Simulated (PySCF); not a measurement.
A structure optimised at PBE-D3(BJ)/def2-SVP, used in a PySCF frequency run:

```
C
C 1 1.3190
H 2 1.0965 1 138.79
H 1 1.1106 2 122.34 3 0.00
C 1 1.5101 4 113.71 2 180.00
F 5 1.3456 1 112.72 4 -180.00
F 5 1.3557 6 108.00 1 122.31
F 5 1.3557 6 108.00 7 115.38
```
Charge 0, spin multiplicity 2.

Question: Write its SMILES, formula and point group.

Answer: [CH]=CC(F)(F)F, C₃H₂F₃, Cs

Question: What are its rotational constants (standard atomic weights)?

Answer: 5.4185, 2.9838, 2.9314 GHz
